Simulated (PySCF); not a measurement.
**Frontier orbitals and the lowest excitations**

Species: C4H6F3NO.
Z-matrix (Å and degrees, GFN2-xTB geometry), rows numbered from 1:
```
C 
N   1  1.4481
C   2  1.3485  1  120.69
O   3  1.2045  2  123.71  1    -0.60
C   3  1.5402  2  112.56  1   179.49
C   5  1.5180  3  111.67  2   179.73
F   6  1.3331  5  113.19  3    61.14
F   6  1.3518  5  110.13  3   179.63
F   6  1.3333  5  113.06  3   -62.02
H   1  1.0856  2  109.48  3   177.59
H   1  1.0912  2  110.14  3   -61.74
H   1  1.0907  2  109.77  3    57.00
H   2  1.0056  1  118.57  3   178.60
H   5  1.0918  3  110.18  2   -60.65
H   5  1.0918  3  110.24  2    60.16
```

Method used: PySCF 2.14.0, density-fitted response routines, TDDFT PBE0/def2-SVPD, vertical, gas phase, core orbitals frozen in the response. GFN2-xTB frequencies show an imaginary mode (154i cm⁻¹), so this geometry is no minimum at that level.

Frontier orbitals with the atoms that hold most of them (Löwdin shares over 4%, at most four atoms; ? is withheld):

```
orbital  ε (eV)                              atoms
 HOMO-3  -11.00     C5 22%, F7 17%, F9 17%, C6 15%
 HOMO-2  -10.82     O4 34%, C3 19%, C1 11%, C5 10%
 HOMO-1   -7.94       O4 44%, N2 28%, C3 9%, C1 6%
   HOMO   -7.91       O4 49%, N2 24%, C3 9%, C5 6%
   LUMO       ?                                  ?
 LUMO+1    0.23     C3 33%, O4 28%, N2 13%, C5 10%
 LUMO+2    1.03  C1 25%, H10 12%, H11 11%, H12 11%
```

Task: Which atoms hold the LUMO, and with what shares?

Result: H13 (bonded to N) 22%; C1 (bonded to N and 3 H) 14%; C5 (bonded to 2 C and 2 H) 12%; N2 (bonded to 2 C and H) 10%. By element: carbon 26% or more, hydrogen 22% or more, nitrogen 10%.

Task: What is the LUMO energy, and the HOMO–LUMO gap?

Result: ε(LUMO) = 0.13 eV; the gap is 8.04 eV (0.2955 hartree).

Task: How does S1 compare with the orbital gap of 8.04 eV?

Result: S1 is at 5.87 eV (f = 0.0006), 2.18 eV below the gap, made of HOMO→LUMO+1 (56%), HOMO-1→LUMO+1 (42%). Its leading pair isn't HOMO and LUMO; the energies of that pair differ by 8.14 eV. 

Next come S2 at 6.71 eV (f 0.0004), HOMO-1→LUMO (49%), HOMO→LUMO (48%); S3 at 6.94 eV (f 0.0023), HOMO→LUMO (46%), HOMO-1→LUMO (46%); S4 at 7.32 eV (f 0.182), HOMO-1→LUMO+1 (48%), HOMO→LUMO+1 (37%); S5 at 7.74 eV (f 0.023), HOMO→LUMO+2 (34%), HOMO-1→LUMO+2 (30%), HOMO→LUMO+3 (17%).

Löwdin shares depend on the basis, the more so with diffuse functions.

One conformer stands for the species.
